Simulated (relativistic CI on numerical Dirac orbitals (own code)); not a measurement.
## Level scheme of Pr XXVIII

These numbers are calculated, not measured: Dirac-Coulomb-Breit CI, KLI orbitals optimised for each configuration, model QED, unscaled Slater integrals (own radial code, finite nucleus).

CI space (outside the closed core [Ar] 3d10): 4s2 4p2, 4s 4p3, 4s2 4p 4d, 4p4, 4s 4p2 4d, 4s2 4p 4f, 4s 4p2 4f, 4p3 4d, 4s 4p 4d2, 4s2 4d 4f, 4p3 4f, 4s2 4p 5s, 4p2 4d 4f, 4p3 5s, 4s2 4p 5p, 4s 4p 4f2, 4s 4p 4d 5s, 4s 4p2 5s, 4s2 4f 5s, 4s2 4p 5d, 4s 4p2 5p, 4s2 4p 5f, 4s2 4p 5g, 4s 4p2 5d, 4p2 4f 5s, 4s2 4p 6s, 4s 4p2 5f, 4s2 4d2, 4s 4d3, 4s 4d2 4f, 4p2 4d2, 4p 4d3, 4p 4d2 4f, 4p 4d2 5s, 4s2 4f2, 4s 4d 4f2, 4s 4f3, 4p2 4f2, 4p 4d 4f2, 4p 4f3, 4p 4f2 5s, 4s 4p 4d 4f, 4s 4d 4f 5s, 4s2 4d 5s, 4s 4d2 5s, 4p2 4d 5s, 4p 4d 4f 5s, 4p 4d 5s2, 4s 4p 4f 5s, 4s 4f2 5s, 4s 4f 5s2, 4s2 5s2, 4s 4d 5s2. Double excitations out of closed p, d and f shells are left out; levels of such configurations are missing from the list, as are those of other unlisted configurations, and high levels can miss mixing partners. These lack a partner that the ground configuration has and come out too high: 4s 4p2 5p, 4s 4p2 5d, 4s 4p2 5f, 4s2 4p 5p, 4s2 4p 5d.

The lowest level is 4s2 4p2 3P_0, with 74 % of that term; Hund's rules for 4s2 4p2 give 3P with J = 0, in agreement.

| No. | Configuration | Term | J | E (cm⁻¹) | % | Landé g | Lifetime (s) |
| --- | --- | --- | --- | --- | --- | --- | --- |
| 1 | 4s2 4p2 | 3P | 0 | 0 | 74 |  |  |
| 2 | 4s2 4p2 | 3P | 1 | 196775 | 99 | 1.499 | 9.78e-06 |
| 3 | 4s2 4p2 | 1D | 2 | 221310 | 57 | 1.206 | 8.81e-04 |
| 4 | 4s2 4p2 | 3P | 2 | 436477 | 57 | 1.290 | 4.82e-06 |
| 5 | 4s2 4p2 | 1S | 0 | 492323 | 74 |  | 2.87e-06 |
| 6 | 4s 4p3(4S°) | 5S° | 2 | 677793 | 51 | 1.702 | 1.49e-10 |
| 7 | 4s 4p3(2D°) | 3D° | 1 | 765398 | 49 | 0.929 | 1.50e-11 |
| 8 | 4s 4p3(2D°) | 3D° | 2 | 862647 | 51 | 1.475 | 8.00e-11 |
| 9 | 4s 4p3(2D°) | 3D° | 3 | 908839 | 93 | 1.329 | 8.07e-11 |
| 10 | 4s 4p3(2P°) | 3P° | 0 | 959476 | 95 |  | 1.89e-11 |
| 11 | 4s 4p3(2D°) | 1D° | 2 | 972571 | 38 | 1.038 | 2.55e-11 |
| 12 | 4s 4p3(2P°) | 3P° | 1 | 982661 | 51 | 1.271 | 1.06e-11 |
| 13 | 4s 4p3(4S°) | 3S° | 1 | 1032334 | 42 | 1.465 | 3.69e-12 |
| 14 | 4s2 4p 4d | 3F° | 2 | 1052516 | 66 | 0.836 | 1.22e-11 |
| 15 | 4s2 4p 4d | 3F° | 3 | 1122185 | 75 | 1.105 | 1.19e-11 |
| 16 | 4s2 4p 4d | 3D° | 1 | 1140685 | 46 | 0.843 | 1.91e-12 |
| 17 | 4s2 4p 4d | 3D° | 2 | 1140855 | 26 | 1.284 | 4.50e-12 |
| 18 | 4s 4p3(2D°) | 1D° | 2 | 1164394 | 30 | 1.324 | 8.43e-12 |
| 19 | 4s 4p3(2P°) | 1P° | 1 | 1254141 | 38 | 1.266 | 3.29e-12 |
| 20 | 4s2 4p 4d | 3F° | 4 | 1295088 | 98 | 1.248 | 1.08e-05 |
| 21 | 4s2 4p 4d | 3D° | 2 | 1311547 | 41 | 1.029 | 2.21e-12 |
| 22 | 4s2 4p 4d | 3P° | 0 | 1323196 | 94 |  | 2.64e-12 |
| 23 | 4s2 4p 4d | 3D° | 3 | 1330334 | 51 | 1.201 | 2.22e-12 |
| 24 | 4s2 4p 4d | 3P° | 1 | 1345288 | 60 | 1.250 | 2.47e-12 |
| 25 | 4s2 4p 4d | 3P° | 2 | 1373275 | 42 | 1.295 | 2.99e-12 |
| 26 | 4s2 4p 4d | 1F° | 3 | 1421069 | 66 | 1.106 | 2.21e-12 |
| 27 | 4s2 4p 4d | 1P° | 1 | 1446258 | 70 | 0.962 | 2.82e-12 |
| 28 | 4p4 | 3P | 2 | 1472729 | 47 | 1.328 | 1.64e-11 |
| 29 | 4s 4p2(3P)<4P> 4d | 5F | 1 | 1502735 | 62 | 0.314 | 6.57e-11 |
| 30 | 4s 4p2(3P)<4P> 4d | 5F | 2 | 1528573 | 43 | 1.178 | 1.87e-11 |

Energies count from the lowest computed level; ° marks odd parity; lifetimes are radiative, by E1, M1, E2, M2, E3 decay to levels of this space only. Percentages are summed over parent terms; the parents shown are those of the largest component, closed shells are left out there, and <> holds an intermediate term.

The mean weight of the leading LS term, summed over parents, in these 30 levels is 60 %, and that of the leading jj configuration (from the same eigenvectors) 81 %, so jj coupling describes them better and the LS labels are nominal.

At this charge energies of transitions that change n are usually good to better than 1 %, and those within a shell (Δn = 0) to a few per cent.

LS names give the leading component of a level, which can be under half, so a name can repeat, a term be missing and a line seem to break the LS rules.
